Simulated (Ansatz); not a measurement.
Saddle search on SiNH6Cl2F, singlet by partitioned rational-function steps on PBE0-D4/def2-TZVP gradients (Ansatz 0.2.0), from this start:

```
11
angstrom
Si -1.4309 -0.4116 -0.1416
H -0.1346 -0.5556 0.9605
Cl -0.2044 -1.5581 -1.4538
Cl -2.4580 -1.2584 1.4832
H -2.5987 -0.3292 -1.0577
H 1.2417 1.5272 -0.1472
F -1.0365 1.1981 -0.1650
H 0.6387 -0.0585 0.6393
N 1.6489 0.6165 0.0696
H 2.5032 0.7141 0.6148
H 1.8309 0.1155 -0.8020
```

```
step  energy less the last (meV)  largest force (eV/Å)  curvature followed (eV/Å²)
   1                        24.6                 0.692                       -5.99
   2                        11.6                 0.353                       -5.95
   3                        14.4                 0.420                       -6.01
   4                         2.0                 0.097                       -6.03
   5                         1.3                 0.050                       -5.97
   6                         1.0                 0.063                       -5.97
   7                         0.7                 0.053                       -5.97
   8                         0.4                 0.092                       -5.97
   9                         0.3                 0.078                       -5.97
  10                         0.4                 0.153                       -5.98
  11                         0.3                 0.131                       -5.98
  12                         0.1                 0.080                       -5.98
  13                         0.0                 0.022                       -5.98
  14                         0.2                 0.041                       -5.98
  15                         0.0                 0.032                       -6.01
  16                         0.1                 0.055                       -6.13
  17                         0.1                 0.051                       -6.19
  18                         0.0                 0.040                       -6.25
  19                         0.0                 0.025                       -6.29
  20                         0.0                 0.012                       -6.31
  21                         0.0                 0.007                       -6.34
```

The search ended at:

Si1  (-1.444, -0.403, -0.129)
H2  (-0.148, -0.514, 0.904)
Cl3  (-0.244, -1.526, -1.482)
Cl4  (-2.423, -1.290, 1.493)
H5  (-2.626, -0.355, -1.017)
H6  (1.301, 1.512, -0.206)
F7  (-1.123, 1.198, -0.154)
H8  (0.666, -0.016, 0.573)
N9  (1.662, 0.604, 0.072)
H10  (2.448, 0.710, 0.702)
H11  (1.932, 0.080, -0.755)
(Å)
